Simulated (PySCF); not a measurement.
## Correlation energy of Fe⁸⁺ (iron, charge +8)

[Ar], closed-shell 1S. All numbers are calculated (PySCF 2.14, no relativity, point nucleus, in an uncontracted even-tempered set (18 s from 0.4 bohr⁻², ratio 2.5; 12 p from 0.52 bohr⁻², ratio 2.5; 5 d from 4.4 bohr⁻², ratio 2.7; 4 f from 6.5 bohr⁻², ratio 2.7)). Frozen: 1s2; 16 electrons correlated; the 21 highest virtual orbitals of each spin left out.

```tsv
level	correlation energy (mhartree)
CCSD	-580.27
(T)	-3.74
CCSD(T)	-584.01
```

Diagnostics: T1 = 0.0019, D1 = 0.0043, largest double amplitude 0.029.

Q: Is a single reference adequate?

A: Yes, within this model without spin-orbit coupling: T1 lies below 0.03 and no double amplitude reaches 0.07.
